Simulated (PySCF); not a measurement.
Al(F)(H)(SeH) (AlFH2Se), SMILES [F][AlH][SeH].

Coordinates come from a B3LYP-D3(BJ)/def2-TZVP optimisation. Other conformers were not sampled.

Calculation: PBE/def2-TZVPD (PySCF).

Symmetry labels are those of the subgroup Cs that the program uses (full group Cs).

List the valence orbital energies around the gap with their symmetry. (An estimate is asked for; the answer gives what the named calculation found.)


```json
[
 {"orbital": "HOMO−7", "symmetry": "A'", "energy (eV)": "-17.66"},
 {"orbital": "HOMO−6", "symmetry": "A'", "energy (eV)": "-11.34"},
 {"orbital": "HOMO−5", "symmetry": "A'", "energy (eV)": "-10.09"},
 {"orbital": "HOMO−4", "symmetry": "A\"", "energy (eV)": "-9.76"},
 {"orbital": "HOMO−3", "symmetry": "A'", "energy (eV)": "-9.54"},
 {"orbital": "HOMO−2", "symmetry": "A'", "energy (eV)": "-9.18"},
 {"orbital": "HOMO−1", "symmetry": "A'", "energy (eV)": "-7.50"},
 {"orbital": "HOMO", "symmetry": "A\"", "energy (eV)": "-6.54"},
 {"orbital": "LUMO", "symmetry": "A\"", "energy (eV)": "-1.88"},
 {"orbital": "LUMO+1", "symmetry": "A'", "energy (eV)": "-1.43"},
 {"orbital": "LUMO+2", "symmetry": "A'", "energy (eV)": "-1.12"},
 {"orbital": "LUMO+3", "symmetry": "A'", "energy (eV)": "-0.43"}
]
```
